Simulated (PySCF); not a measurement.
C2H6BF2N, SMILES NB(CF)CF. Geometry optimised at B3LYP-D3(BJ)/def2-SVP. This is a generated structure with no PubChem entry under its InChIKey; it may be hypothetical. Other conformers were not sampled.

Computed equilibrium geometry at B3LYP-D3(BJ)/def2-SVP (PySCF confirms it by a frequency run) as a Z-matrix, and its point group (one conformer of several):
point group C2v.
```
B
N 1 1.3848
H 2 1.0139 1 121.96
H 2 1.0139 3 116.09 1 180.00
C 1 1.5869 2 119.42 3 180.00
F 5 1.3963 1 111.30 2 0.00
H 5 1.1073 6 108.30 4 -122.61
H 5 1.1073 7 106.21 6 116.14
C 1 1.5869 2 119.42 3 0.00
F 9 1.3963 1 111.30 2 0.00
H 9 1.1073 10 108.30 3 -122.61
H 9 1.1073 11 106.21 10 116.14
```
